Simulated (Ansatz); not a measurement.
Process, species as SMILES: [CH2]B(C)O -> [CH2-]B(C)O (an electron is taken up)
Structures are relaxed separately at B3LYP-D3(BJ)/def2-TZVP in Ansatz (a program for electronic structure), one conformer each, not searched for the lowest.

Property: adiabatic electron affinity (electronic energy difference), positive where the reaction releases energy, in eV. Correlated levels leave the core frozen unless marked. UHF or UKS for open shells. No spin-orbit coupling. No relativistic terms. Anions need diffuse functions: aug- sets have them; def2-D sets add few; the other sets have none. Basis-set limits of correlation are two-point, X^-3; Hartree-Fock from the larger set. [CCSD(T)-MP2]/basis is that difference in the basis named.

```
level                                                                 program  adiabatic electron affinity (eV)  minus last row
-------------------------------------------------------------  --------------  --------------------------------  --------------
HF/cc-pwCVTZ                                                           Ansatz                             -0.43           -1.81
PBE-D3(BJ)/def2-TZVPD                                          Ansatz + dftd3                              1.28           -0.10
B3LYP/def2-TZVPD                                                       Ansatz                              1.25           -0.13
PBE0/STO-3G                                                            Ansatz                             -2.92           -4.30
PBE0-D3(BJ)/def2-TZVP                                          Ansatz + dftd3                              1.03           -0.35
BHLYP-D4/def2-TZVPD                                            Ansatz + dftd4                              0.96           -0.42
B2PLYP-D4/def2-TZVPD                                           Ansatz + dftd4                              1.23           -0.15
MP2/aug-cc-pVDZ                                                        Ansatz                              1.30           -0.08
MP2/cc-pVTZ                                                            Ansatz                              1.09           -0.29
RI-MP2/aug-cc-pVQZ                                                     Ansatz                              1.43            0.05
SCS-MP2/6-31G                                                          Ansatz                              0.13           -1.25
SCS-MP2/cc-pVTZ                                                        Ansatz                              1.02           -0.36
CCSD/STO-3G                                                            Ansatz                             -3.88           -5.26
CCSD/cc-pwCVTZ                                                         Ansatz                              0.89           -0.49
RI-MP2/CBS(aug-cc-pVTZ,aug-cc-pVQZ)+[CCSD(T)-MP2]/aug-cc-pVDZ          Ansatz                              1.38            0.00
```
